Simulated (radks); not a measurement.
Values are calculated unless marked as measured or tabulated.
Species: the lead ion Pb51+. Configuration: [Ar] 3d10 4s2 4p1 (the NIST ground configuration).

Level of theory: scalar-relativistic Kohn-Sham, PBEsol, spin-polarised, spherical densities, finite nucleus; open shells are filled with parallel spins first (spin-orbit coupling, left out, can overturn this in heavy ions); Fermi nuclear charge, rms radius 5.5012 fm (a radial shooting solver on a logarithmic mesh with Libxc functionals).

Energy parts (eV):
total: -514757.73
kinetic: 587665.13
electron-nucleus: -1187814.66
Hartree: 92814.68
exchange-correlation: -7422.88

Orbitals (lengths in bohr, moments of r in powers of bohr; r(max) is where P^2 peaks):
| orbital | occ. | eigenvalue (eV) | r(max) |
|---|---|---|---|
| 1s up | 1 | -90847.28 | 0.009850 |
| 1s down | 1 | -90845.99 | 0.009850 |
| 2s up | 1 | -18510.11 | 0.05713 |
| 2s down | 1 | -18509.37 | 0.05713 |
| 2p up | 3 | -16283.96 | 0.04755 |
| 2p down | 3 | -16282.87 | 0.04755 |
| 3s up | 1 | -6407.461 | 0.1598 |
| 3s down | 1 | -6406.232 | 0.1598 |
| 3p up | 3 | -5763.837 | 0.1594 |
| 3p down | 3 | -5762.438 | 0.1594 |
| 3d up | 5 | -5132.479 | 0.1292 |
| 3d down | 5 | -5131.213 | 0.1292 |
| 4s up | 1 | -3133.675 | 0.3365 |
| 4s down | 1 | -3126.319 | 0.3363 |
| 4p up | 1 | -2889.444 | 0.3472 |
| 4p down | 0 | -2882.070 | 0.3470 |
| 4d up | 0 | -2639.699 | 0.3385 |
| 4d down | 0 | -2632.741 | 0.3382 |
| 5s up | 0 | -1856.027 | 0.5889 |
| 5s down | 0 | -1852.624 | 0.5891 |

The highest occupied level is 4p up at -2889.4 eV. Summed over all electrons, <r^2> = 0.9911 bohr^2, which gives a Langevin (diamagnetic) susceptibility term of -0.785 x 10^-6 cm^3/mol. The electron density at the nucleus is 2.959e+06 e/bohr^3 (large components only). The spin density at the nucleus is -43.02 e/bohr^3 (1s -24.05, 2s 5.62, 3s -3.19, 4s -21.39).
